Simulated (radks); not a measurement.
Ionisation of neutral erbium, [Xe] 4f12 6s2, to [Xe] 4f12 6s1 as the strength of local exchange is varied. Method: scalar-relativistic Kohn-Sham, Slater X-alpha exchange (alpha = 2/3 is LDA exchange), no correlation, spin-polarised, spherical densities, point nucleus; open shells are filled with parallel spins first (spin-orbit coupling, left out, can overturn this in heavy ions); computed with a radial shooting solver on a logarithmic mesh with Libxc functionals.

alpha  E(Er) (hartree)  exchange (hartree)  IE (eV)  -e of the level emptied (eV)  <r> of it (bohr)
0.667      -13071.3868           -262.5524    5.315                    3.135 (6s)             4.094
0.707      -13087.2088           -278.6746    5.477                    3.308 (6s)             4.050
0.748      -13103.4486           -295.2426    5.648                    3.490 (6s)             4.005
0.854      -13145.5378           -338.2777    6.110                    3.988 (6s)             3.892
1.033      -13216.9499           -411.6052    6.945                    4.899 (6s)             3.714

NIST Atomic Spectra Database: 6.108 eV (measured). The Delta-SCF value meets it near alpha = 0.85. Open shells are spherical and high-spin; term and fine-structure splittings are not resolved. Spin-orbit splitting is averaged out at the scalar-relativistic level.
